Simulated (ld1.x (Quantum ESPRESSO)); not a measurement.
**What the settings do to the TM potential of hafnium**

Base potential:

- Element: Hf
- Generator: ld1.x (Quantum ESPRESSO) 7.5
- Type: norm-conserving Troullier–Martins (Kleinman–Bylander form)
- Functional: PBE
- Relativity: non-relativistic
- Frozen core: [Xe] 4f14
- Valence charge: 4
- Reference configuration: 5d1 6s0 6p0 (charge +3)
- Partial waves: 6p (bound, empty): rc 3.15 bohr; 5d (bound): rc 2.80 bohr; 5f channel at 0.05 Ry: rc 2.50 bohr; 6s (bound, empty): rc 2.65 bohr
- Local potential: the s channel
- Core correction: none

All-electron outer shells of the reference configuration (PBE, non-relativistic, ld1.x):

| shell | level (eV) | outermost node (bohr) | outermost maximum (bohr) |
| --- | --- | --- | --- |
| 4f | -50.35 | – | 0.45 |
| 5d | -27.93 | 0.67 | 1.55 |
| 6s | -24.00 | 1.46 | 2.75 |
| 6p | -18.84 | 1.63 | 3.15 |

Cutoffs, loose and tight: the cutoffs (Ry, on a coarse ladder) from which the occupation-weighted sum of valence levels, in a spherical-Bessel basis at the reference potential, stays within 10 and 1 mRy of its value at 400 Ry. They do not see the model core or the augmentation charge, which bear on the density cutoff. Test errors are all-electron minus pseudo excitation energies from the reference, over the configurations 5d2 6s2 6p0; 5d2 6s1 6p0; 5d2 6s0 6p0; 5d3 6s0 6p0; 5d2.5 6s1.5 6p0; 5d1 6s2 6p1; 5d2 6s0 6p1. A dash means not determined; rows that change the core or the reference have their own tests.

| change | outcome | cutoff, loose | cutoff, tight | bound ghosts | largest test error (meV) |
| --- | --- | --- | --- | --- | --- |
| base | generated | 21 Ry | 25 Ry | none | +1293 |
| wave 5d (bound): rc 2.80 bohr becomes 5d (bound): rc 1.76 bohr | generated | 21 Ry | 30 Ry | none | +1303 |
| wave 5d (bound): rc 2.80 bohr becomes 5d (bound): rc 2.28 bohr | generated | 21 Ry | 30 Ry | none | +1302 |
| wave 5d (bound): rc 2.80 bohr becomes 5d (bound): rc 2.50 bohr | generated | 21 Ry | 30 Ry | none | +1301 |
| wave 5d (bound): rc 2.80 bohr becomes 5d (bound): rc 2.78 bohr | generated | 21 Ry | 25 Ry | none | +1293 |
| wave 5d (bound): rc 2.80 bohr becomes 5d (bound): rc 3.80 bohr | generated | 15 Ry | 18 Ry | none | +1148 |
| wave 5d (bound): rc 2.80 bohr becomes 5d (bound): rc 4.08 bohr | generated | 15 Ry | 18 Ry | none | +1192 |

(1) What comes out with this change to the base: wave 5d (bound): rc 2.80 bohr becomes 5d (bound): rc 3.12 bohr?

(2) What comes out with this change to the base: wave 5d (bound): rc 2.80 bohr becomes 5d (bound): rc 3.52 bohr?

Answers

(1) outcome: generated; cutoff, loose: 18 Ry; cutoff, tight: 21 Ry; bound ghosts: none; largest test error (meV): +1258.

(2) outcome: generated; cutoff, loose: 18 Ry; cutoff, tight: 18 Ry; bound ghosts: none; largest test error (meV): +1198.

Reading the sweep of the d radius (base included, trends over the rows without a ghost): The loose cutoff falls from 21 Ry at 1.76 to 15 Ry at 4.08 bohr. A larger radius leaves more room for a smooth pseudo-wave, so fewer plane waves are needed; a smaller one forces it to follow the all-electron wave where it bends sharply. The median size of the test errors (rows with all tests solved) rises from 722.1 meV at 1.76 to 1046.6 meV at 4.08 bohr. More of the atom is replaced by a form fitted at one configuration, so other configurations suffer as the radius grows.
